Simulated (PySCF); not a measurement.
Relaxation of singlet CrO₂Cl₂

These are results of PySCF, B3LYP, basis Cr def2-SVP, O def2-SVP, Cl def2-SVP (no relativity, density fitting), not measurements. A (50,194) grid was used.

A hand-made see-saw (ligand arrangement 2) start, with no symmetry imposed:

Coordinates in bohr (charge 0 multiplicity 1):
```
Cr   -0.4879   -0.6168   -0.8990
O    -0.4879   -3.7794   -0.6223
O    -2.9897   -0.6168    1.0556
Cl   -0.4879    3.5437   -0.5350
Cl    2.8031   -0.6168    1.6722
```

Task: What forces act on the atoms at the start (eV/Å)?

Result: 
```tsv
atom	Fx	Fy	Fz
Cr1	-5.24	-5.18	7.36
O2	1.45	3.71	-2.82
O3	3.14	0.90	-2.99
Cl4	0.57	0.56	-1.41
Cl5	0.08	0.01	-0.13
```

Task: What does it relax to?

Result: It ends at C2v with Cr–Cl 2.130 Å (×2), Cr–O 1.539 Å (×2); Cl–Cr–Cl 111.5°, Cl–Cr–O 109.1° (×4), O–Cr–O 108.9° (after a last refinement on a finer grid). The frequency run here used a shortcut that can spoil soft modes, so no verdict on minimum or saddle point is given. Other isomers or separated fragments may lie lower.

Task: How much energy is released, and in how many steps?

Result: 416.6 kJ/mol in 12 steps.

The relaxation took roughly 70 core-seconds on a shared host.
